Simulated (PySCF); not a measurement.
## Steps of a relaxation of [Dy(NH3)]3+

[Dy(NH3)]3+ (singlet in the valence; each metal's 4f electrons, 9 of them, lie in its core potential, out of spins and levels). PySCF 2.14.0, RKS B3LYP, Dy lcecp-1-SVP with ECP55, N def2-SVP, H def2-SVP; non-relativistic Hamiltonian with scalar-relativistic core potentials where named; density fitting; no spin-orbit coupling. Origin of the start: template. Columns: position (Å) and force (eV/Å). Energies are counted from the last step; some of the 7 steps are shown. Forces carry noise of the integration grid, about 0.01 to 0.03 eV/Å.

Run from Python with OMP_NUM_THREADS=2. Where DIIS fails, smearing, a level shift and second-order steps follow.
It took 8.1 s on 2 threads of Arm Neoverse V2 (shared host), from the converged density of the start.

```xyz
5
step 0  E = 0.156 eV
Dy    0.0000    0.0000   -0.2426     0.00    0.00    0.99
N     0.0000    0.0000    2.2649     0.00    0.00   -2.56
H     0.9392    0.0000    2.6629     0.84    0.00    0.52
H    -0.4696    0.8133    2.6629    -0.42    0.73    0.52
H    -0.4696   -0.8134    2.6629    -0.42   -0.73    0.52
```

```xyz
5
step 2  E = 0.016 eV
Dy    0.0000    0.0000   -0.1815     0.00    0.00    0.46
N     0.0000    0.0000    2.1974     0.00    0.00    0.13
H     0.9492    0.0000    2.6650    -0.25    0.00   -0.20
H    -0.4746    0.8220    2.6650     0.12   -0.21   -0.20
H    -0.4746   -0.8220    2.6650     0.12    0.21   -0.20
```

```xyz
5
step 4  E = 0.000 eV
Dy    0.0000    0.0000   -0.1370     0.00    0.00    0.00
N     0.0000    0.0000    2.1890     0.00    0.00    0.13
H     0.9438    0.0000    2.6530    -0.02    0.00   -0.04
H    -0.4719    0.8174    2.6530     0.01   -0.01   -0.04
H    -0.4719   -0.8174    2.6530     0.01    0.01   -0.04
```

Where does the relaxation end?

It converges at step 6 in C3v:
```xyz
5
step 6  E = 0
Dy    0.0000    0.0000   -0.1356
N     0.0000    0.0000    2.1925
H     0.9448    0.0000    2.6514
H    -0.4724    0.8182    2.6514
H    -0.4724   -0.8183    2.6514
```

How did the contacts change?


```json
{"contact": "Dy1–N2 (NH3)", "start (Å)": "2.507", "end (Å)": "2.328"}
```


An lcecp potential fixes the number of 4f electrons, so in runs with it no electron can move into or out of that shell.
